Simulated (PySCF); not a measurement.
PySCF input for B(CF3)(Cl)(H) (CHBClF₃), SMILES FC(F)(F)BCl, TDDFT-ωB97X/def2-SVPD. The structure is a stationary point at B3LYP-D3(BJ)/def2-SVP. The structure was generated by enumeration, and PubChem lists no compound with its InChIKey, so it may never have been made.

```python
import numpy as np
from pyscf import gto, scf, dft, tdscf

mol = gto.M(
    atom='''
    B     0.80487296   -0.58203054    0.00000002
    C     0.01485802    0.81545667    0.00000000
    F    -1.32211858    0.72020561   -0.00000002
    F     0.36916704    1.52983508    1.09124768
    F     0.36916708    1.52983508   -1.09124767
    Cl   -0.05066541   -2.08476369   -0.00000000
    H     2.00185917   -0.56048649    0.00000004
    ''',
    basis='def2-SVPD',
    charge=0,
    spin=0,
    symmetry=True,
    max_memory=1600,
    verbose=4,
)
mf = dft.RKS(mol, xc='wb97x').density_fit(auxbasis='def2-universal-jkfit')
mf.grids.level = 3
mf.conv_tol = 1e-9
mf.max_cycle = 100
mf.kernel()
mf.grids = dft.Grids(mol).set(level=1).build(with_non0tab=True)  # coarser grid for the response kernel
td = tdscf.TDDFT(mf)
td.singlet = True
td.nstates = 10
td.conv_tol = 1e-4
td.positive_eig_threshold = 1e-6
td.kernel(x0=td.get_init_guess(mf, 15))
td.analyze()
tt = tdscf.TDA(mf)
tt.singlet = False
tt.nstates = 4
tt.conv_tol = 1e-4
tt.positive_eig_threshold = 1e-6
tt.kernel(x0=tt.get_init_guess(mf, 9))
tt.analyze(verbose=3)
```

It prints:

```
PySCF version 2.14.0

[INPUT] verbose = 4
[INPUT] num. atoms = 7
[INPUT] num. electrons = 56
[INPUT] charge = 0
[INPUT] spin (= nelec alpha-beta = 2S) = 0
[INPUT] symmetry True subgroup None
[INPUT] Mole.unit = angstrom
[INPUT] Symbol           X                Y                Z      unit          X                Y                Z       unit  Magmom
[INPUT]  1 B      0.804872960000  -0.582030540000   0.000000020000 AA    1.520989459468  -1.099878316733   0.000000037795 Bohr   0.0
[INPUT]  2 C      0.014858020000   0.815456670000   0.000000000000 AA    0.028077588553   1.540989772750   0.000000000000 Bohr   0.0
[INPUT]  3 F     -1.322118580000   0.720205610000  -0.000000020000 AA   -2.498442020399   1.360991356275  -0.000000037795 Bohr   0.0
[INPUT]  4 F      0.369167040000   1.529835080000   1.091247680000 AA    0.697624599816   2.890969316952   2.062159249267 Bohr   0.0
[INPUT]  5 F      0.369167080000   1.529835080000  -1.091247670000 AA    0.697624675405   2.890969316952  -2.062159230370 Bohr   0.0
[INPUT]  6 Cl    -0.050665410000  -2.084763690000   0.000000000000 AA   -0.095743748889  -3.939632408538   0.000000000000 Bohr   0.0
[INPUT]  7 H      2.001859170000  -0.560486490000   0.000000040000 AA    3.782965571249  -1.059165962619   0.000000075589 Bohr   0.0

nuclear repulsion = 287.135257550938
point group symmetry = Cs
symmetry origin: [-6.74902158e-10  1.01235319e-09  1.68725546e-09]
symmetry axis x: [ 1.00000000e+00 -8.37359653e-10  9.62906083e-09]
symmetry axis y: [-8.37359659e-10 -1.00000000e+00  6.89578951e-10]
symmetry axis z: [-9.62906083e-09  6.89579188e-10  1.00000000e+00]
num. orbitals of irrep A' = 92
num. orbitals of irrep A" = 52
number of shells = 58
number of NR pGTOs = 214
number of NR cGTOs = 144
basis = def2-SVPD
ecp = {}


[settings echo left out]
init E= -823.585135596404
HOMO (A') = -0.328767068985643  LUMO (A") = -0.0582477772340546  gap/eV = 7.36120
cycle= 1 E= -822.675366039961  delta_E= 0.91  |g|= 0.913  |ddm|= 2.89
HOMO (A') = -0.448033653057078  LUMO (A") = -0.0820105580034225  gap/eV = 9.96000
cycle= 2 E= -822.683474849519  delta_E= -0.00811  |g|= 0.998  |ddm|= 1.45
HOMO (A') = -0.442704130699002  LUMO (A") = -0.0224011095917245  gap/eV = 11.43703
cycle= 3 E= -822.846036360606  delta_E= -0.163  |g|= 0.0597  |ddm|= 0.729
HOMO (A') = -0.437317431581126  LUMO (A") = -0.0106409874756039  gap/eV = 11.61046
cycle= 4 E= -822.846802046616  delta_E= -0.000766  |g|= 0.0214  |ddm|= 0.0938
HOMO (A') = -0.437235207911748  LUMO (A") = -0.0112262055890762  gap/eV = 11.59230
cycle= 5 E= -822.846934644642  delta_E= -0.000133  |g|= 0.00437  |ddm|= 0.037
HOMO (A') = -0.437829811190856  LUMO (A") = -0.0111819475578177  gap/eV = 11.60968
cycle= 6 E= -822.846941282573  delta_E= -6.64e-06  |g|= 0.00133  |ddm|= 0.0112
HOMO (A') = -0.437712752928792  LUMO (A") = -0.0112697918233398  gap/eV = 11.60410
cycle= 7 E= -822.846941883416  delta_E= -6.01e-07  |g|= 0.000623  |ddm|= 0.00282
HOMO (A') = -0.437721473539647  LUMO (A") = -0.0112533641865236  gap/eV = 11.60479
cycle= 8 E= -822.846941961152  delta_E= -7.77e-08  |g|= 0.00019  |ddm|= 0.000817
HOMO (A') = -0.43773906999153  LUMO (A") = -0.0112480977921656  gap/eV = 11.60541
cycle= 9 E= -822.846941969418  delta_E= -8.27e-09  |g|= 3.55e-05  |ddm|= 0.0003
HOMO (A') = -0.437739466389817  LUMO (A") = -0.0112508776043612  gap/eV = 11.60535
cycle= 10 E= -822.84694196998  delta_E= -5.62e-10  |g|= 8.49e-06  |ddm|= 8.05e-05
HOMO (A') = -0.437738577108474  LUMO (A") = -0.0112486834996872  gap/eV = 11.60538
Extra cycle  E= -822.846941970013  delta_E= -3.34e-11  |g|= 4.47e-06  |ddm|= 2.11e-05
converged SCF energy = -822.846941970013
tot grids = 35048
Overwritten attributes  positive_eig_threshold  of <class 'pyscf.tdscf.rks.TDDFT'>


******** <class 'pyscf.tdscf.rks.TDDFT'> for <class 'pyscf.df.df_jk.DFSymAdaptedRKS'> ********
nstates = 10 singlet
deg_eia_thresh = 1.000e-03
wfnsym = None
conv_tol = 0.0001
eigh lindep = 1e-12
eigh level_shift = 0
eigh max_cycle = 100


Excitation energies (eV)
[ 5.33352348  7.35174866  7.59583099  7.76248594  9.0642217   9.08680308
  9.69534867  9.70422824  9.88905628 10.31491969]

** Singlet excitation energies and oscillator strengths **
Excited State   1:  ???      5.33352 eV    232.46 nm  f=0.0001
      28 -> 29       -0.70010
Excited State   2:  ???      7.35175 eV    168.65 nm  f=0.0045
      26 -> 29       -0.69256
Excited State   3:  ???      7.59583 eV    163.23 nm  f=0.1365
      27 -> 29       -0.69067
Excited State   4:  ???      7.76249 eV    159.72 nm  f=0.0045
      22 -> 29        0.20182
      25 -> 29        0.66650
Excited State   5:  ???      9.06422 eV    136.78 nm  f=0.0119
      24 -> 29       -0.46734
      28 -> 30       -0.42983
      28 -> 31        0.22453
      28 -> 34       -0.10902
      28 -> 38       -0.10345
Excited State   6:  ???      9.08680 eV    136.44 nm  f=0.0086
      24 -> 29        0.51702
      28 -> 30       -0.39301
      28 -> 31        0.20201
Excited State   7:  ???      9.69535 eV    127.88 nm  f=0.0001
      22 -> 29       -0.66743
      25 -> 29        0.20279
Excited State   8:  ???      9.70423 eV    127.76 nm  f=0.0259
      23 -> 29       -0.68941
Excited State   9:  ???      9.88906 eV    125.38 nm  f=0.0234
      28 -> 30       -0.31934
      28 -> 31       -0.52093
      28 -> 38        0.25446
Excited State  10:  ???     10.31492 eV    120.20 nm  f=0.0697
      19 -> 29       -0.17347
      27 -> 30       -0.55362
      27 -> 31        0.33451
      27 -> 34       -0.11073
      27 -> 38       -0.11316

** Transition electric dipole moments (AU) **
state          X           Y           Z        Dip. S.      Osc.
  1        -0.0000     -0.0000     -0.0296      0.0009      0.0001
  2        -0.0000      0.0000     -0.1576      0.0248      0.0045
  3         0.3416      0.7852     -0.0000      0.7333      0.1365
  4         0.0000      0.0000      0.1537      0.0236      0.0045
  5        -0.2049      0.1086     -0.0000      0.0538      0.0119
  6        -0.0280      0.1943     -0.0000      0.0385      0.0086
  7         0.0000      0.0000     -0.0159      0.0003      0.0001
  8        -0.2297      0.2372     -0.0000      0.1090      0.0259
  9         0.2483      0.1872      0.0000      0.0967      0.0234
 10         0.0000     -0.0000     -0.5251      0.2758      0.0697

** Transition velocity dipole moments (imaginary part, AU) **
state          X           Y           Z        Dip. S.      Osc.
  1        -0.0000      0.0000     -0.0050      0.0000      0.0001
  2         0.0000      0.0000     -0.0438      0.0019      0.0047
  3         0.0961      0.2194     -0.0000      0.0574      0.1370
  4         0.0000     -0.0000      0.0420      0.0018      0.0041
  5        -0.0697      0.0369     -0.0000      0.0062      0.0125
  6        -0.0080      0.0667     -0.0000      0.0045      0.0090
  7         0.0000     -0.0000     -0.0055      0.0000      0.0001
  8        -0.0823      0.0834     -0.0000      0.0137      0.0257
  9         0.0960      0.0637     -0.0000      0.0133      0.0243
 10         0.0000      0.0000     -0.1980      0.0392      0.0689

** Transition magnetic dipole moments (imaginary part, AU) **
state          X           Y           Z
  1        -0.3252     -0.8654      0.0000
  2         0.5070     -0.2873      0.0000
  3         0.0000      0.0000     -0.4368
  4        -0.6473      1.0146      0.0000
  5         0.0000      0.0000      0.6658
  6         0.0000      0.0000      0.5039
  7         0.3031     -0.1260      0.0000
  8         0.0000     -0.0000     -0.0590
  9         0.0000     -0.0000      0.0125
 10        -0.7070      0.0447      0.0000
Overwritten attributes  positive_eig_threshold  of <class 'pyscf.tdscf.rks.TDA'>


******** <class 'pyscf.tdscf.rks.TDA'> for <class 'pyscf.df.df_jk.DFSymAdaptedRKS'> ********
nstates = 4 triplet
deg_eia_thresh = 1.000e-03
wfnsym = None
conv_tol = 0.0001
eigh lindep = 1e-12
eigh level_shift = 0
eigh max_cycle = 100


Excitation energies (eV)
[4.94622378 6.26074653 6.71970667 7.23493066]

** Triplet excitation energies and oscillator strengths **
Excited State   1:   A"      4.94622 eV    250.66 nm  f=0.0000
Excited State   2:   A'      6.26075 eV    198.03 nm  f=0.0000
Excited State   3:   A"      6.71971 eV    184.51 nm  f=0.0000
Excited State   4:   A"      7.23493 eV    171.37 nm  f=0.0000
```

The run converged.
